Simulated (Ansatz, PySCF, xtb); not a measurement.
Energy difference R1 + R2 → P1 + P2, each structure at its B3LYP-D3(BJ)/def2-TZVP stationary point, reached from a drawn start (curvature not checked).
P1: CH4O (SMILES CO), charge 0, multiplicity 1.
R1: CH4 (SMILES C), charge 0, multiplicity 1.
P2: H2 (SMILES [H][H]), charge 0, multiplicity 1.
R2: H2O (SMILES O), charge 0, multiplicity 1.

```
level                          reaction energy (kcal/mol)  minus CCSD(T)/CBS(cc-pVTZ, cc-pVQZ)
-----------------------------  --------------------------  -----------------------------------
GFN1-xTB                                            28.64                                -1.56
GFN2-xTB                                            23.51                                -6.69
HF/cc-pVTZ                                          30.17                                -0.04
SVWN5/def2-TZVPP                                    28.89                                -1.31
BLYP/def2-TZVPP                                     28.72                                -1.48
BLYP-D3(BJ)/def2-TZVPP                              28.14                                -2.07
r2SCAN-D3(BJ)/def2-TZVPP                            29.40                                -0.80
B3LYP-D3(BJ)/def2-TZVPP                             29.13                                -1.08
PBE0-D3(BJ)/def2-TZVPP                              29.84                                -0.37
BHLYP/def2-TZVPP                                    30.38                                 0.17
BHLYP-D4/def2-TZVPP                                 30.03                                -0.18
CAM-B3LYP/def2-TZVPP                                29.62                                -0.59
CAM-B3LYP-D3(BJ)/def2-TZVPP                         29.42                                -0.79
B2PLYP/def2-TZVPP                                   29.98                                -0.23
MP2/CBS(cc-pVTZ, cc-pVQZ)                           30.94                                 0.74
SCS-MP2/cc-pVTZ                                     29.35                                -0.85
SCS-MP2/cc-pVQZ                                     29.94                                -0.26
CCSD/cc-pVDZ                                        28.53                                -1.67
CCSD(T)/cc-pVDZ                                     27.92                                -2.28
CCSD(T)/CBS(cc-pVTZ, cc-pVQZ)                       30.21                                 0.00
```

 The comparison column counts from a level with limits of its own.

P less R. No zero-point or thermal terms.

Cores are frozen in the correlated methods. CBS: X⁻³ extrapolation of the correlation energy, Hartree–Fock from the larger set.

Codes used: Ansatz (Gaussian basis) for Hartree–Fock, density functionals and correlated methods; PySCF for the D3/D4 terms; xtb for the GFN methods. No computed number here is a measurement.

Ansatz is a quantum-chemistry and plane-wave program.
